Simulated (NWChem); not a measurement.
System: InH$_{3}$SeO$_{2}$; SMILES [OH][In]([OH])[SeH]

NWChem input:

```
start job
memory heap 200 mb stack 900 mb global 1100 mb
geometry units angstroms noautoz
  In     0.041094     0.701618     0.000000
  O     -1.619567     1.808651     0.000000
  H     -1.443278     2.756393     0.000000
  O      1.865623     1.518051     0.000000
  H      1.853061     2.481917     0.000000
  Se    -0.128798    -1.783398     0.000000
  H      1.339801    -1.881912     0.000000
end
basis spherical
  In library sto-3g
  O library sto-3g
  H library sto-3g
  Se library sto-3g
end
dft
  xc xtpss03 ctpss03
  iterations 150
  mulliken
end
task dft energy
```

Geometry: optimised at PBE0/def2-SVP (def2 core potentials past Kr).

What results follow from this input? (TPSS/STO-3G, non-relativistic.) Quantities: basis functions; energy (Ha); highest occupied level (eV); orbital gap (eV); dipole (D).

The number of basis functions is 58 and the energy (Ha) comes out as -8209.65. The highest occupied level (eV) is -2.11, the orbital gap (eV) comes out as 4.43 and the dipole (D) is 3.21.
